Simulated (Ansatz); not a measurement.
```xyz
8

O     0.0211   -0.9905    1.4569
Mg   -0.5476   -1.6288   -0.3892
Mg    1.6402   -0.0690    0.6396
O     1.0716   -0.7072   -1.2065
Mg   -1.0716    0.7072    1.2065
O    -1.6402    0.0690   -0.6396
O     0.5476    1.6288    0.3892
Mg   -0.0211    0.9905   -1.4569
```

Basis set: 6-31G* (spherical functions). Left uncorrelated: 8 orbitals. Charge 0, multiplicity 1.

Computed with Ansatz (development build ahead of 0.2.0); each method stands on the lowest determinant of its kind that the runs found. Restricted open shells among the atoms or ions are ROHF, correlated in semicanonical orbitals with singles.

Task: Give the atomization energy at this shape (free ground-state atoms in the same class of orbitals less the molecule, no zero-point energy) of singlet Mg₄O₄ by RHF-MP2, RHF.

Result:

| method | atomization energy |
| --- | --- |
| RHF-MP2 | 27.92 eV |
| RHF | 16.26 eV |

Caution: no unrestricted run beside it, a lower state can exist; the shape is not the minimum.
